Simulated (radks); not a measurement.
Values are calculated unless marked as measured or tabulated.
Ionisation of the bismuth ion Bi+, [Hg] 6p2, to Bi2+, [Hg] 6p1, under several functionals. Scalar-relativistic Kohn-Sham, spin-polarised, spherical densities, finite nucleus; open shells are filled with parallel spins first (spin-orbit coupling, left out, can overturn this in heavy ions); a radial shooting solver on a logarithmic mesh with Libxc functionals.

functional                                        E(Bi+) (hartree)  Exc (hartree)  IE (eV)  -e(HOMO) (eV)  <r> HOMO (bohr)  IE error (eV)
exchange-only B88                                      -21520.6107      -390.8130   15.083         11.387            2.827         -1.620
exchange-only LDA                                      -21503.8926      -374.1232   15.041         11.335            2.822         -1.662
TASK exchange with Perdew-Wang LDA correlation         -21524.3836      -391.9252   16.058         12.499            2.718         -0.645
LDA (Slater exchange, Perdew-Zunger correlation)       -21512.5653      -382.8769   15.952         12.169            2.773         -0.751
PBEsol                                                 -21518.3121      -388.5934   15.822         12.086            2.772         -0.881
MS2 meta-GGA                                           -21523.4889      -392.9272   15.781         12.105            2.775         -0.922
exchange-only r2SCAN                                   -21521.4632      -389.7862   15.196         11.652            2.805         -1.507
OLYP                                                   -21531.4164      -401.9467   15.558         11.843            2.766         -1.145
SOGGA                                                  -21517.6667      -387.9451   15.721         12.000            2.775         -0.982
AM05                                                   -21513.0492      -383.3739   15.775         12.039            2.770         -0.928

NIST Atomic Spectra Database: 16.703 eV (measured). Closest: TASK exchange with Perdew-Wang LDA correlation. The Delta-SCF values span 1.02 eV, the total energies 27.52 hartree. The highest occupied level is 6p. Open shells are spherical and high-spin; term and fine-structure splittings are not resolved. Spin-orbit splitting is averaged out at the scalar-relativistic level.
